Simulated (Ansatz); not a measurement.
Total energies of Ge7BNH16, a doped cluster cut from the lattice of germanium (B and N 4.0 A apart) from Ansatz at PBE-D4/def2-SVP, gas phase (1 Eh = 27.2114 eV = 2625.5 kJ/mol). The reference geometry is relaxed at PBE0-D4/def2-SVP.

```xyz
25

Ge    1.470    1.793   -1.072
Ge   -1.100   -0.138   -2.175
Ge    1.605   -1.632   -0.819
Ge    0.960    0.355    2.645
Ge   -1.868   -1.519    0.841
B     0.906   -0.017   -1.896
Ge    0.512    2.214    1.139
N    -2.064   -0.007   -0.397
Ge    0.501   -1.666    1.365
H     1.071    3.045   -1.897
H     2.994    1.913   -0.821
H    -1.871    1.003   -2.890
H    -1.770   -1.455   -2.647
H     3.114   -1.610   -0.473
H     1.309   -3.034   -1.413
H     2.451    0.337    3.041
H     0.119    0.407    3.940
H    -2.489   -2.654    0.002
H    -2.866   -1.140    1.959
H     1.375   -0.070   -3.025
H     0.888    3.552    1.812
H    -1.050    2.261    1.045
H    -3.058    0.152   -0.578
H    -1.732    0.846    0.072
H     0.592   -2.937    2.242
```

```tsv
state	geometry	energy (Eh)
charge 0 singlet	reference	-14624.15406
charge 1 doublet	reference	-14623.85887
charge -1 doublet	reference	-14624.15470
free Ge atom (triplet)	–	-2076.34106
free B atom (doublet)	–	-24.58153
free N atom (quartet)	–	-54.46658
free H atom (doublet)	–	-0.49863
```

Work out the vertical ionisation energy to the doublet.

E(charge 1 doublet) − E(charge 0 singlet) = -14623.85887 − (-14624.15406) = 0.29519 Eh = 8.03 eV. For comparison, −ε of the highest occupied level is 5.95 eV at this level, 2.08 eV less.

Work out the vertical electron affinity, to the doublet.

E(charge 0 singlet) − E(charge -1 doublet) = -14624.15406 − (-14624.15470) = 0.00064 Eh = 0.02 eV; so near zero that its sign isn't settled. The basis lacks diffuse functions, which makes affinities too small.

Give the fundamental gap IE − EA, the Mulliken electronegativity (IE + EA)/2 and the hardness (IE − EA)/2.

From the values in Eh: IE − EA = 0.29519 − 0.00064 = 0.29455 Eh = 8.02 eV; (IE + EA)/2 = 4.02 eV; (IE − EA)/2 = 4.01 eV. The HOMO–LUMO gap of the same run is 4.10 eV, 3.92 eV smaller than the fundamental gap.

What is the binding energy per atom against free atoms?

Atoms: 7 × (-2076.34106) + 1 × (-24.58153) + 1 × (-54.46658) + 16 × (-0.49863) = -14621.41361 Eh. Binding: -14621.41361 − (-14624.15406) = 2.74045 Eh = 74.57 eV, or 2.98 eV for each of 25 atoms (no zero-point energy, no counterpoise term).

At PBE-D4/def2-SVP the gap within one spin of the charge 1 doublet nearly closes, so an electron or hole may be smeared out by delocalisation error. At PBE-D4/def2-SVP the highest occupied level of the charge -1 doublet lies above zero (up to 1.93 eV). Energy differences put its binding near zero (0.02 eV; vertical, to the charge 0 singlet, at PBE-D4/def2-SVP), which leaves it undecided.
